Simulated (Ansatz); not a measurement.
Geometry optimisation, RKS PBE-D4/def2-SVP (Ansatz 0.2.0).

input.yaml

```yaml
crystal:
  periodic: [false, false, false]
  atoms:
    - { symbol: Ga, position_ang: [0.0, 0.0, 0.0] }
    - { symbol: H, position_ang: [0.0, 0.0, 1.92] }
    - { symbol: H, position_ang: [1.3596, 0.0, -0.785] }
    - { symbol: H, position_ang: [-1.3596, 0.0, -0.785] }
    - { symbol: Cl, position_ang: [0.1062, -2.4081, 0.8009] }
    - { symbol: H, position_ang: [0.0434, -0.9851, 1.9581] }
basis:
  gaussian: { orbitals: def2-SVP }
hamiltonian:
  xc: pbe
  dispersion: d4
relax:
  f_tol: 0.15
  max_steps: 25
  restrain:
    - { distance: [0, 4], at: 2.24, k: 30.0 }
    - { distance: [5, 1], at: 0.66, k: 30.0 }
    - { distance: [0, 1], at: 2.77, k: 30.0 }
    - { distance: [5, 4], at: 2.57, k: 30.0 }
```

Command:

```bash
$ ansatz run input.yaml --threads 1 --pin off --max-ram 2048MiB --backend cpu --events-out ev --progress --plain --runs-dir out
```

Problem. Where does it end, and by what steps?

Solution. The forces met the threshold. The restraints hold the end off the free minimum; the threshold counts their pulls, which the force column leaves out. Restrained pairs: Ga1–Cl5 (2.54 → 2.22 Å), H2–H6 (0.99 → 0.72 Å), Ga1–H2 (1.92 → 2.77 Å), Cl5–H6 (1.84 → 2.58 Å). After 6 steps the energy has fallen by 1.378 eV (the restraints' own energy left out); Ga1 moved furthest, 0.64 Å.

```json
{"step": "0", "energy less start (eV)": "0.0000", "largest force component (eV/Å)": "2.004", "accepted": "yes"}
{"step": "1", "energy less start (eV)": "-0.3472", "largest force component (eV/Å)": "3.109", "accepted": "yes"}
{"step": "2", "energy less start (eV)": "-0.8350", "largest force component (eV/Å)": "3.170", "accepted": "yes"}
{"step": "3", "energy less start (eV)": "-1.2290", "largest force component (eV/Å)": "3.392", "accepted": "yes"}
{"step": "4", "energy less start (eV)": "-1.3783", "largest force component (eV/Å)": "1.732", "accepted": "yes"}
{"step": "5", "energy less start (eV)": "-1.3947", "largest force component (eV/Å)": "0.986", "accepted": "no"}
{"step": "6", "energy less start (eV)": "-1.3780", "largest force component (eV/Å)": "1.840", "accepted": "yes"}
```

```xyz
6
Properties=species:S:1:pos:R:3
Ga 0.024 -0.501 -0.391
H 0.006 0.092 2.313
H 1.436 0.119 -0.651
H -1.417 0.056 -0.634
Cl 0.075 -2.572 0.415
H 0.025 -0.586 2.058
```

The run took 13 s on 1 thread of Arm Neoverse V1 (shared host), peak memory 0.12 GiB.
